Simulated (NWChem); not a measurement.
## Total energies of disiloxane (H6OSi2)

```
O
Si 1 1.6548
Si 1 1.6548 2 149.92
H 2 1.4903 1 108.75 3 -153.56
H 3 1.4904 1 108.78 2 151.79
H 3 1.4935 5 109.29 1 -120.28
H 2 1.4936 4 109.30 1 120.31
H 2 1.4954 4 109.42 7 119.14
H 3 1.4954 5 109.40 6 -119.14
```
Charge 0, spin multiplicity 1.

All runs are NWChem calculations. All single points use one geometry, from PBE0/def2-SVP, a minimum by its harmonic frequencies.

Basis set: 6-31G* (62 functions).

```csv
method,total energy (Ha)
RHF,-656.25443
MP2,-656.58604
B2PLYP,-657.48638
PBE,-657.42482
B3LYP,-657.87667
CAM-B3LYP,-657.81388
CCSD(T),-656.63166
```

Total energies of different functionals aren't comparable as a measure of quality: only differences taken within one method are. 

The correlated methods keep 11 core orbitals frozen. B3LYP has NWChem's definition, with VWN1-RPA local correlation. The Pople sets run with spherical d functions. Coupled-cluster values serve here as a point of comparison, not as the truth.
